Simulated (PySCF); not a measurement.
Co: excitation energy

Co [Ar] 3d7 4s2 (4F) → Co [Ar] 3d9 (2D), as a difference of total energies. Calculation: PySCF 2.14, in x2c-QZVPPall (11s7p5d4f2g, 103 functions); the spin-free X2C one-electron Hamiltonian (Gaussian nucleus). Correlated levels: valence: [Ar] frozen. The calculations carry no spin-orbit coupling.

| method | excitation energy (eV) |
| --- | --- |
| UHF | 7.678 |
| MP2 (valence) | 2.010 |
| SCS-MP2 (valence) | 2.511 |
| CCSD (valence) | 4.406 |
| CCSD(T) (valence) | 3.828 |

How much does correlation contribute at CCSD(T) (valence)?

3.828 − (7.678) = -3.850 eV, measured against UHF.

A first-order spin-orbit estimate (lowest level to lowest level, LS coupling) adds 0.048 eV.

The coupled-cluster amplitudes are large for the upper state (T1 above 0.03 or a double amplitude above 0.15), so a single reference is strained.
